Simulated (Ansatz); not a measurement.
Start from `BS` and change one atom or group to get `B[S][GeH3]`.

Ansatz, PBE0-D4/def2-TZVP geometries, multiplicity 1. 

Scalar relativity is left out up to krypton.

| property | `BS` |
| --- | --- |
| HOMO–LUMO gap (ωB97M-V/def2-TZVPP) / eV | 11.33 |
| HOMO energy (PBE0/def2-TZVPP) / eV | -8.48 |
| HOMO–LUMO gap (PBE0/def2-TZVPP) / eV | 7.17 |
| HOMO energy (ωB97M-V/def2-TZVPP) / eV | -10.67 |
| HOMO–LUMO gap (B3LYP/def2-TZVPP) / eV | 6.71 |
| LUMO energy (B3LYP/def2-TZVPP) / eV | -1.51 |

Q: What does the change do to each property? (Best estimate.)

A: The calculation gave: 
| property | `B[S][GeH3]` | shift |
| --- | --- | --- |
| HOMO–LUMO gap (ωB97M-V/def2-TZVPP) / eV | 10.80 | -0.53 |
| HOMO energy (PBE0/def2-TZVPP) / eV | -8.14 | 0.34 |
| HOMO–LUMO gap (PBE0/def2-TZVPP) / eV | 6.72 | -0.45 |
| HOMO energy (ωB97M-V/def2-TZVPP) / eV | -10.28 | 0.39 |
| HOMO–LUMO gap (B3LYP/def2-TZVPP) / eV | 6.29 | -0.42 |
| LUMO energy (B3LYP/def2-TZVPP) / eV | -1.61 | -0.10 |

With PBE0 the HOMO rises by 0.34 eV and the LUMO falls by 0.11 eV, so the gap narrows by about 0.45 eV. PBE moves the HOMO by 0.31 eV and ωB97M-V by 0.39 eV. The zero-point energy changes by 41.7 kJ/mol with +9 modes.

B3LYP here is the variant with VWN-RPA as its local correlation; programs differ in this.
